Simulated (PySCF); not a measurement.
Isomers of C5H12Si2. Level of theory: TDDFT PBE0/def2-SVPD, vertical, gas phase, core orbitals frozen in the response in PySCF. Geometries: GFN2-xTB; one conformer of each isolated species. Triplets are in the Tamm–Dancoff approximation.

Question: Rank by computed lowest singlet excitation energy, lowest first.
A. `[SiH3][SiH2]C1=CCCC1`
B. `[SiH3]C(C)([SiH3])CC#C`
C. `C=C[Si@@H]1C[SiH2][C@H]1C`
D. `C#C[SiH2]C(C)(C)[SiH3]`

Answer: C (5.34 eV), A (5.95 eV), D (6.16 eV), B (6.55 eV).

| SMILES | S1 (eV) | T1 (eV) | LUMO (eV) | HOMO (eV) | α (au) | S1 mainly |
| --- | --- | --- | --- | --- | --- | --- |
| C=C[Si@@H]1C[SiH2][C@H]1C | 5.34 | 4.08 | -0.80 | -7.31 | 110.2 | H→L (81%) |
| [SiH3][SiH2]C1=CCCC1 | 5.95 | 4.07 | -0.15 | -6.98 | 115.3 | H→L (55%) |
| C#C[SiH2]C(C)(C)[SiH3] | 6.16 | 5.00 | -0.17 | -7.78 | 111.8 | H-1→L (60%) |
| C#CCC(C)([SiH3])[SiH3] | 6.55 | 5.38 | 0.14 | -7.84 | 111.4 | H→L (30%) |

H and L stand for HOMO and LUMO.

- `C=C[Si@@H]1C[SiH2][C@H]1C`: Löwdin shares by element: HOMO carbon 42% or more, silicon 23% (atoms not listed hold the other 35%); LUMO carbon 57% or more, silicon 14% or more (atoms not listed hold the other 28%).
- `[SiH3][SiH2]C1=CCCC1`: Löwdin shares by element: HOMO carbon 72% or more (atoms not listed hold the other 28%); LUMO carbon 46% or more, silicon 25% (atoms not listed hold the other 29%).
- `C#C[SiH2]C(C)(C)[SiH3]`: Löwdin shares by element: HOMO carbon 39% or more, silicon 22% (atoms not listed hold the other 40%); LUMO carbon 44% or more, silicon 24% (atoms not listed hold the other 31%).
- `C#CCC(C)([SiH3])[SiH3]`: Löwdin shares by element: HOMO carbon 80% or more (atoms not listed hold the other 20%); LUMO silicon 31%, carbon 14% or more (atoms not listed hold the other 55%).
